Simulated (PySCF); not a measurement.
TaN₂⁻, singlet: data card

These are results of PySCF, PBE0, basis Ta def2-TZVPD with ECP60, N def2-TZVPD (scalar-relativistic core potentials, no spin–orbit coupling, density fitting), not measurements.

The structure is a minimum.

```xyz
3
charge -1 multiplicity 1, angstrom
Ta    0.0000    0.0000   -0.2277
N     0.6983    0.0000    1.4714
N    -0.6983    0.0000    1.4714
```

- Point group: C2v
- Bond lengths: N–N 1.397 Å, Ta–N 1.837 Å (×2)
- Bond angles: N–N–Ta 67.7° (×2), N–Ta–N 44.7°
- Entropy at 298.15 K and 1 bar: 269.9 J/(mol K)
- Rotational constants: 1.234, 0.2408, 0.2015 cm⁻¹
- Lowest empty level: 2.85 eV
- Highest occupied level: -0.16 eV
- Enthalpy at 298.15 K above 0 K: 10.94 kJ/mol
- Rotational symmetry number: 2
- Principal quadrupole moments (Buckingham, traceless) about the centre of mass: -9.74, 4.86, 4.88 D Å
- Heat capacity Cp at 298.15 K: 43.1 J/(mol K)
- Zero-point energy: 13.8 kJ/mol
- Principal polarisabilities: 135.2, 144.0, 145.3 bohr³
- Dipole moment about the centre of mass: 2.49 D

Harmonic modes (masses in u: Ta 180.948, N 14.003):
```tsv
symmetry	ω (cm⁻¹)	IR (km/mol)	μ (u)
a1	430	5.4	15.30
b2	789	21.8	14.29
a1	1096	145	14.57
```

In C2v the vibrations span 2a1 + b2. Here b1 is antisymmetric to the molecular plane and b2 lies in it.

Charges (e); Mulliken and Löwdin values are unreliable with diffuse functions:
```
atom  Mulliken  Löwdin  polar tensor  Mayer order to Ta1
 Ta1     -0.24    0.10         -0.33                   –
N2,3     -0.38   -0.55         -0.34                1.74
```
Other Mayer orders above 0.3: N–N 1.01.

Mulliken populations on Ta1 (electrons outside its core potential): s 3.78, p 6.29, d 3.10, f 0.07.

Outer orbital energies (eV). occupied: -20.00, -11.29, -5.30, -5.00, -4.98, -1.60, -0.28, -0.16; empty: 2.85, 3.07, 3.11, 3.72.

Other isomers or separated fragments may lie lower. The lowest empty level of this anion is unbound, so it and the gap depend on the basis. Spin–orbit coupling, left out here, can matter for elements this heavy.

The final relaxation and frequency run took about 50 core-seconds on a shared host.
